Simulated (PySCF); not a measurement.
Compounds:

A. SMILES C(C#N)P1CC[SiH](F)CC1
B. `C(CC)(=O)/C(Cl)=C/[SiH2]C`
C. SMILES Cc1nn([SiH](C)C)nc1C=O

Spectrum 1. $^{1}$H NMR (300 MHz, computed): δ 7.65 (t, 1H), 4.57 (m, 2H), 2.84 (q, 2H), 1.16 (t, 3H), 0.33 (t, 3H). $^{13}$C{$^{1}$H} NMR (computed): δ 199.4 (C), 156.4 (C), 145.1 (CH), 37.8 (CH2), 9.9 (CH3), -7.5 (CH3).

Spectrum 2. $^{1}$H NMR (300 MHz, computed): δ 10.56 (s, 1H), 5.61 (sept, 1H), 2.81 (s, 3H), 0.55 (d, 6H). $^{13}$C{$^{1}$H} NMR (computed): δ 191.8 (CH), 156.5 (C), 151.2 (C), 15.2 (CH3), -0.8 (CH3).

Spectrum 3. $^{1}$H NMR (300 MHz, computed): δ 5.26 (m, 1H), 2.25 (m, 2H), 2.07 (m, 2H), 1.79 (m, 2H), 1.63 (m, 2H), 1.29 (m, 2H). $^{13}$C{$^{1}$H} NMR (computed): δ 120.5 (C), 25.1 (CH2), 15.7 (CH2), 13.0 (CH2).

- geometry: GFN2-xTB
- NMR shieldings at PBE0/pcSseg-1/GIAO
- run in PySCF 2.14
- a single conformation, fast rotation and ring inversion assumed for equivalent nuclei, no solvent model, non-relativistic Hamiltonian

Scale: $^{1}$H and $^{13}$C against TMS (reference shieldings calculated alike). Splittings of carbon signals by F and P are missing where no couplings were computed. Where no couplings were computed, multiplicities follow the n + 1 count of equivalent neighbours, and m marks all less simple cases (inequivalent or close neighbours, rings, F or P nearby). Shifts are as computed. Against solution values, carbons near 30 ppm lie about +3 ppm off and those near 130 ppm about +5 ppm; carbons on Cl a further +6 ppm. Of 1211 compounds with measured shifts, 218 miss one by over three times the rms of a fit or turn the order of signals round; such compounds aren't used in these exercises. Carbons bonded to Cl come out too deshielded.

**Question.** Match each spectrum to its structure.

**Answer.** 1–B, 2–C, 3–A.

- Spectrum 1 (B): 6 $^{13}$C signals; δC 199.4 is a ketone carbonyl carbon; δC 156.4 is an α carbon of a C=C–C=O unit.
- Spectrum 2 (C): 5 $^{13}$C signals; δC 191.8 is an aldehyde carbonyl carbon; δC 15.2 is a methyl carbon on an aromatic ring.
- Spectrum 3 (A): 4 $^{13}$C signals; δC 120.5 is a nitrile carbon; δC 25.1 is an sp3 CH2 bonded to P.
